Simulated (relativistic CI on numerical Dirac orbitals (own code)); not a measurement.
# Line list: Electric-dipole lines, Pt XVIII

These numbers are calculated, not measured: Dirac-Coulomb-Breit CI, separate exchange-only KLI orbitals for each configuration, QED by a radiative potential, unscaled Slater integrals (own radial code, finite nucleus).

CI space (outside the closed core [Kr]): 4d¹⁰4f¹³5s², 4d¹⁰4f¹⁴5s, 4d¹⁰4f¹³5s5p, 4d¹⁰4f¹⁴5p, 4d¹⁰4f¹²5s²5p, 4d¹⁰4f¹³5s5d, 4d¹⁰4f¹²5s5p², 4d¹⁰4f¹⁴5d, 4d¹⁰4f¹³5s5f, 4d¹⁰4f¹²5s²5d, 4d¹⁰4f¹³5p5d, 4d⁹4f¹⁴5s², 4d¹⁰4f¹⁴6s. Double excitations out of closed p, d and f shells are left out; levels of such configurations are missing from the list, as are those of other unlisted configurations, and high levels can miss mixing partners.

```csv
λ vac (Å),Lower,Upper,A (s⁻¹),log gf,S velocity/length
181.91,4d¹⁰4f¹³5s² ²F°7/2 [2],4d¹⁰4f¹³5s5p ²G7/2 [58],6.55e+09,-0.59,0.83
186.24,4d¹⁰4f¹²5s²5p ⁴G°11/2 [13],4d¹⁰4f¹²5s5p² ⁴H13/2 [198],7.00e+10,0.71,0.78
187.24,4d¹⁰4f¹²5s²5p ⁴G°11/2 [13],4d¹⁰4f¹²5s5p² ²H11/2 [196],9.62e+09,-0.22,0.77
187.44,4d¹⁰4f¹³5s² ²F°5/2 [3],4d¹⁰4f¹³5s5p ²F5/2 [63],1.23e+11,0.59,0.84
187.65,4d¹⁰4f¹³5s² ²F°7/2 [2],4d¹⁰4f¹³5s5p ²F7/2 [51],1.18e+11,0.70,0.84
188.32,4d¹⁰4f¹²5s²5p ²I°13/2 [14],4d¹⁰4f¹²5s5p² ⁴K11/2 [197],8.91e+09,-0.25,0.83
189.27,4d¹⁰4f¹²5s²5p ²F°7/2 [15],4d¹⁰4f¹²5s5p² ⁴D7/2 [199],3.03e+10,0.11,0.79
189.27,4d¹⁰4f¹²5s²5p ²I°13/2 [14],4d¹⁰4f¹²5s5p² ²H11/2 [196],2.36e+10,0.18,0.82
189.70,4d¹⁰4f¹²5s²5p ⁴G°11/2 [13],4d¹⁰4f¹²5s5p² ⁴F9/2 [185],2.05e+10,0.04,0.82
190.19,4d¹⁰4f¹²5s²5p ²I°13/2 [14],4d¹⁰4f¹²5s5p² ²K15/2 [191],5.22e+10,0.66,0.80
191.50,4d¹⁰4f¹³5s² ²F°5/2 [3],4d¹⁰4f¹³5s5p ²G7/2 [58],1.11e+11,0.69,0.84
192.00,4d¹⁰4f¹³5s² ²F°7/2 [2],4d¹⁰4f¹³5s5p ²G9/2 [49],1.17e+11,0.81,0.84
193.47,4d¹⁰4f¹³5s² ²F°7/2 [2],4d¹⁰4f¹³5s5p ²D5/2 [47],1.04e+11,0.54,0.72
194.62,4d¹⁰4f¹³5s² ²F°5/2 [3],4d¹⁰4f¹³5s5p ²D3/2 [54],1.06e+11,0.38,0.71
197.86,4d¹⁰4f¹³5s² ²F°5/2 [3],4d¹⁰4f¹³5s5p ²F7/2 [51],5.54e+09,-0.58,0.85
199.44,4d¹⁰4f¹⁴5s ²S1/2 [1],4d¹⁰4f¹⁴5p ²P°3/2 [42],6.31e+10,0.18,0.98
304.90,4d¹⁰4f¹⁴5s ²S1/2 [1],4d¹⁰4f¹⁴5p ²P°1/2 [5],1.74e+10,-0.31,0.93
318.93,4d¹⁰4f¹²5s²5p ²K°13/2 [29],4d¹⁰4f¹²5s5p² ⁴K11/2 [117],5.25e+09,-0.02,0.65
320.50,4d¹⁰4f¹²5s²5p ²I°13/2 [14],4d¹⁰4f¹²5s5p² ⁴H11/2 [99],4.32e+09,-0.10,0.64
321.50,4d¹⁰4f¹²5s²5p ⁴I°11/2 [17],4d¹⁰4f¹²5s5p² ⁶I9/2 [102],3.86e+09,-0.22,0.61
322.52,4d¹⁰4f¹²5s²5p ²H°11/2 [31],4d¹⁰4f¹²5s5p² ⁴I13/2 [116],4.42e+09,-0.02,0.67
324.03,4d¹⁰4f¹²5s²5p ²F°7/2 [15],4d¹⁰4f¹²5s5p² ⁴F9/2 [100],3.56e+09,-0.25,0.60
324.80,4d¹⁰4f¹²5s²5p ⁴G°11/2 [13],4d¹⁰4f¹²5s5p² ⁴H13/2 [98],4.07e+09,-0.04,0.64
327.23,4d¹⁰4f¹³5s² ²F°7/2 [2],4d¹⁰4f¹³5s5p ⁴G5/2 [9],2.32e+09,-0.65,0.45
328.70,4d¹⁰4f¹³5s² ²F°5/2 [3],4d¹⁰4f¹³5s5p ⁴F3/2 [12],4.89e+09,-0.50,0.48
332.21,4d¹⁰4f¹³5s² ²F°5/2 [3],4d¹⁰4f¹³5s5p ²G7/2 [11],4.55e+09,-0.22,0.67
334.21,4d¹⁰4f¹³5s² ²F°5/2 [3],4d¹⁰4f¹³5s5p ²D5/2 [10],3.07e+09,-0.51,0.64
335.43,4d¹⁰4f¹³5s² ²F°7/2 [2],4d¹⁰4f¹³5s5p ⁴G9/2 [8],4.47e+09,-0.12,0.67
335.55,4d¹⁰4f¹³5s² ²F°7/2 [2],4d¹⁰4f¹³5s5p ⁴G5/2 [7],2.51e+09,-0.60,0.47
339.75,4d¹⁰4f¹³5s² ²F°7/2 [2],4d¹⁰4f¹³5s5p ²G7/2 [6],3.09e+09,-0.37,0.64
```

Terms are leading LS components. Brackets give the number of a level in order of energy, since labels repeat. The list gives strong lines, with weight on those to low levels, among the lowest 200 of 743 levels, so that lines to higher ones, which can be the strongest, are missing. Levels whose partners in the same complex of configurations lie outside the list can be far off, and so can their lines. Rates are taken at the computed energies, electric ones in the length gauge. A velocity-to-length ratio far from 1 marks an uncertain rate.

At this charge transitions that keep the count of f electrons are usually good to a few per cent. Levels that differ in their count of f electrons can be misplaced by several ten thousand cm⁻¹, since the correlation energy of f electrons is missing or only estimated; rates across such gaps can be off by orders of magnitude. The computed lowest level isn't the tabulated ground level, which NIST ASD gives as 4f13 5s2 2F°7/2; for such ions that label comes from theory and may be the wrong one.

LS names give the leading component of a level, which can be under half, so a name can repeat, a term be missing and a line seem to break the LS rules.
